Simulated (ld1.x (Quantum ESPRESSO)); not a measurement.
cadmium, TM: configuration errors across variants

ld1.x (Quantum ESPRESSO) 7.5 input, shortened:

```
&input
   title='Cd', zed=48., rel=1, dft='PZ', iswitch=3,
   config='[Kr] 4d10 5s2 5p0'
 /
 &inputp
   pseudotype=2, tm=.true., lloc=2,
   nlcc=.false.
 /
3
4S  1  0   2.00   0.00  0.85  0.85  0.0
4P  2  1   6.00   0.00  1.05  1.05  0.0
4D  3  2  10.00   0.00  1.70  1.70  0.0
 &test
   configts(1)='4s2 4p6 4d10 5s2 5p0'
 /
```

Occupied shells without a wave of their own: 5s. They enter only through the test configuration that unscreens the potential.

All-electron excitation energies from the reference (eV): (1) 4s2 4p6 4d10 5s1 5p0 9.628; (2) 4s2 4p6 4d10 5s0 5p0 27.148; (3) 4s2 4p6 4d9 5s0 5p0 65.404; (4) 4s2 4p6 4d10 5s0 5p2 9.913; (5) 4s1 4p6 4d10 5s2 5p0 113.449; (6) 4s2 4p5 4d10 5s2 5p0 74.225; (7) 4s2 4p6 4d10 5s0 5p1 15.535; (8) 4s2 4p6 4d10 5s1 5p0 spin 9.439; (9) 4s2 4p6 4d9 5s0 5p0 spin 65.228.

Spin tests fill each open shell by Hund’s rule, majority spin first.

The file “all radii scaled by about 1.35 (s 1.14, p 1.42, d 2.30 bohr)” misses its own reference levels by 0.4 eV.

Errors AE − PS in meV (a dash: test not solved or not reliable):

| change | (1) | (2) | (3) | (4) | (5) | (6) | (7) | (8) | (9) | bound ghosts |
| --- | --- | --- | --- | --- | --- | --- | --- | --- | --- | --- |
| base | +25 | +51 | +25 | -8.7 | -63 | -54 | +11 | +25 | +42 | none |
| all radii scaled by about 0.80 (s 0.68, p 0.84, d 1.36 bohr) | -227 | -574 | -832 | -390 | -13 | -19 | -466 | -226 | -815 | none |
| all radii scaled by about 0.89 (s 0.76, p 0.94, d 1.52 bohr) | -52 | -136 | -214 | -104 | -45 | -40 | -118 | -52 | -198 | none |
| all radii scaled by about 1.08 (s 0.92, p 1.14, d 1.84 bohr) | +47 | +91 | +40 | -24 | -77 | -67 | +14 | +45 | +56 | none |
| all radii scaled by about 1.18 (s 1.00, p 1.24, d 2.02 bohr) | -16 | -108 | -351 | -262 | -93 | -77 | -218 | -20 | -335 | none |
| all radii scaled by about 1.35 (s 1.14, p 1.42, d 2.30 bohr) | -650 | -1855 | -3099 | -1712 | -82 | -63 | -1811 | -663 | -3082 | none |

(1) Give the same row for: all radii scaled by about 1.28 (s 1.10, p 1.34, d 2.18 bohr).

## Answers

(1) -340, -996, -1758, -990, -86, -66, -1022, -349, -1741; bound ghosts: none.
